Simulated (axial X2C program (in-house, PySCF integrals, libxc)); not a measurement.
# Levels of ZnGa by electron attachment to ZnGa⁺ (EOM-EA-CCSD)

Calculated with an axial X2C code built on PySCF integrals: two-component X2C with atomic mean-field Coulomb and Gaunt terms, Gaussian nuclei, basis Ga dyall-acv3z, Zn dyall-acv3z with contracted cores.

R = 2.914 Å (1.090 times 2.673 Å, the PBE0 minimum at charge 0 for the lowest determinant).

Levels of ZnGa obtained by attaching an electron to ZnGa⁺:

```
  Ω  binding energy (eV)  above lowest (cm⁻¹)                  attached spinor  one-particle weight
1/2                5.386                    0             78% Ga pπ, 15% Zn pπ                 0.94
3/2                5.331                  447             79% Ga pπ, 16% Zn pπ                 0.94
1/2                5.159                 1837  45% Ga pσ, 32% Zn pσ, 12% Zn sσ                 0.94
1/2                3.061                18754  60% Zn pπ, 21% Ga dπ, 11% Ga pπ                 0.92
3/2                3.028                19021  60% Zn pπ, 22% Ga dπ, 11% Ga pπ                 0.92
1/2                2.487                23388  38% Ga sσ, 26% Zn sσ, 22% Zn pσ                 0.97
1/2                2.118                26363  35% Ga pσ, 35% Zn sσ, 19% Zn pσ                 0.95
```

**Question.** Take the first Ω = 1/2 and Ω = 3/2 rows of π character: how far apart are they, and which lies lower?

**Answer.** E(3/2) − E(1/2) = 447 − 0 = 447 cm⁻¹ at EOM-EA-CCSD: regular, Ω = 1/2 lower. Splittings at this level can be off by ten to twenty per cent.

This point took 20 s on 1 thread of Arm Neoverse V1, with other jobs on the host.

Reference electrons by ω block (each with its −ω partner): 1/2: 20, 3/2: 8, 5/2: 2. 14 electrons of ZnGa⁺ correlated (inner shells frozen), 92 natural virtual spinors (a truncated set); levels can be off by some tenths of an eV. Roots sought by Ω: (1/2: 5, 3/2: 4, 5/2: 2, 7/2: 1); rows need 60 % one-particle weight and stop where some Ω has no more roots. Missing are any skipped roots, higher Ω and states of a further excitation; these come out far too high here and may in truth be low or lowest. T1 of the reference 0.018 (Lee–Taylor). The reference was not checked to be the lowest state of its species. Number of frozen shells: Ga 3 s, 2 p, 1 d; Zn 3 s, 2 p.
